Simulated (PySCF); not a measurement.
Here is a computed GFN2-xTB geometry (Å):
```
C 
C   1  1.4978
C   2  1.3896  1  120.67
C   3  1.3830  2  121.16  1   179.14
C   4  1.3849  3  119.27  2    -0.14
Cl  5  1.7315  4  119.66  3   179.88
C   5  1.3849  4  120.66  3    -0.04
C   7  1.3831  5  119.30  4     0.12
H   1  1.0871  2  110.86  3    29.89
H   1  1.0903  2  109.97  3   -89.42
H   1  1.0870  2  110.95  3   151.18
H   3  1.0803  2  119.52  1    -0.88
H   4  1.0789  3  120.64  2   179.81
H   7  1.0789  5  120.07  4  -179.95
H   8  1.0804  2  119.59  1     0.99
```
Z-matrix in Å and degrees, rows numbered from 1.

Charge 0, singlet.

Problem. Which heavy atoms are bonded, and with what formal order?

Solution. C1–C2 (single); C2–C3 (aromatic); C3–C4 (aromatic); C4–C5 (aromatic); C5–Cl6 (single); C5–C7 (aromatic); C7–C8 (aromatic); C2–C8 (aromatic). Hydrogens: H9, H10, H11 on C1; H12 on C3; H13 on C4; H14 on C7; H15 on C8.

Problem. Which species is it?

Solution. `Cc1ccc(Cl)cc1`, C7H7Cl, p-chlorotoluene. Among its features: benzene ring and C–Cl bond.

Problem. Name the point group.

Solution. Cs (tolerance 0.08 Å).

Problem. Which rings does it hold (smallest set)?

Solution. C2–C3–C4–C5–C7–C8 (6 members, 0.00 Å rms from planarity).

Problem. Describe the place of each heavy atom.

Solution. C1: benzylic-type carbon; C2: substituted aromatic carbon; C3/C8: aromatic CH carbon; C4/C7: aromatic CH carbon; C5: aromatic C–Cl carbon; Cl6: aryl chlorine.

Problem. What is the arrangement about C3?

Solution. It has 3 neighbours (C2, C4, H12) and is planar (angles 121.2°, 119.5° and 119.3°, sum 360.0°, 0.00 Å off the plane of its three neighbours).

Problem. What is the arrangement about C1?

Solution. It has 4 neighbours (C2, H9, H10, H11) and is tetrahedral (angles from 108.0° to 111.0°).
